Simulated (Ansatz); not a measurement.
Species: BN, charge 0, triplet. BN (SMILES [B]=[N], triplet).
B3LYP-D3(BJ)/def2-TZVP minimum from Ansatz (a quantum-chemistry and plane-wave program):
```
B
N 1 1.3180
```
Charge 0, spin multiplicity 3.

Total energies in cc-pVQZ, 8 correlated electrons, 2 frozen orbitals. Open shells are spin-unrestricted; no spin-orbit coupling. Correlated methods leave the cores frozen. No relativity. The UHF reference of BN ([B]=[N], triplet) is spin-contaminated (<S^2> up to 0.05 over the pure value in the sets run).

```tsv
method	program	energy (Eh)	minus CCSDT(Q) (mEh)
HF	Ansatz	-79.02066	268.57
MP2	Ansatz	-79.25649	32.74
CCSD	Ansatz	-79.27293	16.30
CCSD(T)	Ansatz	-79.28669	2.54
CCSDT(Q)	Ansatz	-79.28923	0.00
```

Rough core times of Ansatz's runs on a shared machine: CCSD(T) under 20 s, CCSDT(Q) 8 min.
